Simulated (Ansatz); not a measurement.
`F[SiH2]O[SiH3]` + `O[SiH3]` → `[SiH3]O[SiH2]O[SiH3]` + H–F at 400 K and 1 bar (ligand exchange at the Si–F bond).

Computed with Ansatz on PBE0-D4/def2-TZVP structures; ΔE is electronic, products minus reactants. CBS: MP2 limit from def2 TZ/QZ plus the TZ coupled-cluster correction, frozen cores. This one scheme is used for every species. Each species was taken in one conformer, which may not be the lowest.

| species | CCSD(T)/CBS energy (Eh) | H − E (kJ/mol) | S (J/(mol·K)) |
| --- | --- | --- | --- |
| `F[SiH2]O[SiH3]` | -756.28164 | 162.6 | 380.8 |
| `O[SiH3]` | -366.69042 | 120.0 | 276.4 |
| `[SiH3]O[SiH2]O[SiH3]` | -1022.56830 | 246.7 | 467.6 |
| H–F | -100.39570 | 36.5 | 182.2 |

H − E and S are ideal-gas, rigid-rotor, harmonic terms from PBE0-D4/def2-TZVP, for one conformer and one mirror image of each species. 1 Eh = 2625.50 kJ/mol, R = 8.31446 J/(mol·K).

Question: By hand: ΔE, ΔH, ΔS and ΔG.

Answer: ΔE = (-1022.56830) + (-100.39570) − (-756.28164) − (-366.69042) = 0.00806 Eh = 21.2 kJ/mol. Δ(H − E) = 246.7 + 36.5 − 162.6 − 120.0 = 0.6, so ΔH = 21.8 kJ/mol. ΔS = 467.6 + 182.2 − 380.8 − 276.4 = -7.4 J/(mol·K). ΔG = 21.8 − 400 × (-7.4)/1000 = 24.8 kJ/mol.

Question: By hand: the equilibrium constant, and the temperature at which ΔG would vanish if ΔH and ΔS stayed fixed.

Answer: log₁₀ K = −ΔG/(RT ln 10) = -3.2. ΔH and −TΔS have one sign here, so there is no such temperature.

The number of gas molecules stays the same, so ΔS is small and ΔH decides. A doubt of 5 kJ/mol in ΔE shifts log₁₀ K by 0.7 here. Other conformers and mirror images would add mixing entropy, several J/(mol·K) or more a flexible species. Modes under 60 cm⁻¹, often nearly free rotors, make the harmonic entropy too high. These are equilibria of isolated gas molecules and say nothing of rates. Largest T1 diagnostic: 0.012 (customary marks: 0.02 for closed shells, 0.045 for open ones).

ΔS is within the doubt of such terms, so its sign, and with it that verdict, could turn.
